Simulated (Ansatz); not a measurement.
`N[AsH2]` + silanol → `[SiH3]O[AsH2]` + NH₃ at 700 K and 1 bar (ligand exchange at the As–N bond).

Program: Ansatz. Geometries: PBE0-D4/def2-TZVP. ΔE: electronic, gas phase. CBS: MP2 limit from def2 TZ/QZ plus the TZ coupled-cluster correction, frozen cores. This one scheme is used for every species. For As outer-core shells are correlated without core-valence functions, which leaves a few kJ/mol of doubt a bond. Scalar relativity is left out up to krypton.

```tsv
species	CCSD(T)/CBS energy (Eh)	H − E (kJ/mol)	S (J/(mol·K))
`N[AsH2]`	-2292.09958	152.3	328.9
`O[SiH3]`	-366.69042	144.6	321.6
`[SiH3]O[AsH2]`	-2602.28728	180.9	430.4
NH₃	-56.50880	116.9	226.5
```

H − E and S are ideal-gas, rigid-rotor, harmonic terms from PBE0-D4/def2-TZVP, for one conformer and one mirror image of each species. 1 Eh = 2625.50 kJ/mol, R = 8.31446 J/(mol·K).

By hand: ΔE, ΔH, ΔS and ΔG.

ΔE = (-2602.28728) + (-56.50880) − (-2292.09958) − (-366.69042) = -0.00608 Eh = -16.0 kJ/mol. Δ(H − E) = 180.9 + 116.9 − 152.3 − 144.6 = 0.9, so ΔH = -15.1 kJ/mol. ΔS = 430.4 + 226.5 − 328.9 − 321.6 = 6.4 J/(mol·K). ΔG = -15.1 − 700 × (6.4)/1000 = -19.6 kJ/mol.

By hand: the equilibrium constant, and the temperature at which ΔG would vanish if ΔH and ΔS stayed fixed.

log₁₀ K = −ΔG/(RT ln 10) = 1.5. ΔH and −TΔS have one sign here, so there is no such temperature.

The number of gas molecules stays the same, so ΔS is small and ΔH decides. A doubt of 5 kJ/mol in ΔE shifts log₁₀ K by 0.4 here. Other conformers and mirror images would add mixing entropy, several J/(mol·K) or more a flexible species. Modes under 60 cm⁻¹, often nearly free rotors, make the harmonic entropy too high. These are equilibria of isolated gas molecules and say nothing of rates. Largest T1 diagnostic: 0.012 (customary marks: 0.02 for closed shells, 0.045 for open ones).

ΔS is within the doubt of such terms, so its sign, and with it that verdict, could turn.
